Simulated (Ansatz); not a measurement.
Program: Ansatz. Geometries: PBE0-D4/def2-TZVP. ΔE: electronic, gas phase. CCSD(T)/CBS adds triple-zeta CCSD(T) − MP2 to the extrapolated MP2 energy (def2 sets, frozen cores). This one scheme is used for every species. Functionals use def2-TZVPP. One conformer a species, not always the lowest.

Consider the formal hydrolysis of a C–Si bond: `N=C=C(F)[SiH3]` + H₂O → `N=C=C(O)F` + SiH₄.

```csv
level,ΔE (kcal/mol),difference from CCSD(T)/CBS
r2SCANh-D4,18.7,-2.6
PBE-QIDH,19.4,-1.9
PBE,16.8,-4.5
PBE0,17.6,-3.7
MP2/def2-SVP,13.6,-7.7
CCSD/def2-SVP,11.4,-9.9
HF/def2-TZVPP,17.2,-4.1
SCS-MP2/def2-TZVPP,20.1,-1.2
CCSD(T)/def2-TZVPP,19.1,-2.2
HF/def2-QZVPP,17.6,-3.7
CCSD(T)/CBS,21.3,0
```

Largest T1 diagnostic among the species: 0.015.

At CCSD(T), def2-SVP lies −10.0 kcal/mol from the extrapolated value and def2-TZVPP −2.2 kcal/mol. The D4 term adds +1.2 kcal/mol with B3LYP and +0.7 kcal/mol with PBE0; it sums over pairs of atoms, weighted by their polarisabilities, and B3LYP, whose exchange is more repulsive, gets the larger term. Leaving LDA and LC-ωPBE aside and taking each functional with its dispersion term where it has one, the values, not all of them listed here, spread over 2.0 kcal/mol, from CAM-B3LYP-D4 to PBE-QIDH. LDA lies −2.0 kcal/mol from PBE without D4.

B3LYP here is the variant with VWN-RPA as its local correlation; programs differ in this.
